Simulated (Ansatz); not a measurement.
`[SiH3][SiH]1CO1` + `N=[C](F)[AlH2]` → `N=[C]([AlH2])[SiH3]` + `F[SiH]1CO1` at 700 K and 1 bar (redistribution).

Isolated molecules relaxed with PBE0-D4/def2-TZVP in Ansatz; ΔE leaves out vibrations. CCSD(T)/CBS adds triple-zeta CCSD(T) − MP2 to the extrapolated MP2 energy (def2 sets, frozen cores). Each species was taken in one conformer, which may not be the lowest.

| species | CCSD(T)/CBS energy (Eh) | H − E (kJ/mol) | S (J/(mol·K)) |
| --- | --- | --- | --- |
| `[SiH3][SiH]1CO1` | -694.95910 | 242.3 | 442.3 |
| `N=[C](F)[AlH2]` | -436.32212 | 154.1 | 395.6 |
| `N=[C]([AlH2])[SiH3]` | -627.39428 | 232.9 | 465.1 |
| `F[SiH]1CO1` | -503.94479 | 163.2 | 364.1 |

H − E and S are ideal-gas, rigid-rotor, harmonic terms from PBE0-D4/def2-TZVP, for one conformer and one mirror image of each species. 1 Eh = 2625.50 kJ/mol, R = 8.31446 J/(mol·K).

Question: By hand: ΔE, ΔH, ΔS and ΔG.

Answer: ΔE = (-627.39428) + (-503.94479) − (-694.95910) − (-436.32212) = -0.05785 Eh = -151.9 kJ/mol. Δ(H − E) = 232.9 + 163.2 − 242.3 − 154.1 = -0.3, so ΔH = -152.2 kJ/mol. ΔS = 465.1 + 364.1 − 442.3 − 395.6 = -8.7 J/(mol·K). ΔG = -152.2 − 700 × (-8.7)/1000 = -146.1 kJ/mol.

Question: By hand: the equilibrium constant, and the temperature at which ΔG would vanish if ΔH and ΔS stayed fixed.

Answer: log₁₀ K = −ΔG/(RT ln 10) = 10.9. ΔG = 0 at ΔH/ΔS = 17494 K, far beyond where these terms or the molecules hold.

The number of gas molecules stays the same, so ΔS is small and ΔH decides. A doubt of 5 kJ/mol in ΔE shifts log₁₀ K by 0.4 here. Other conformers and mirror images would add mixing entropy, several J/(mol·K) or more a flexible species. These are equilibria of isolated gas molecules and say nothing of rates. Largest T1 diagnostic: 0.015 (customary marks: 0.02 for closed shells, 0.045 for open ones).
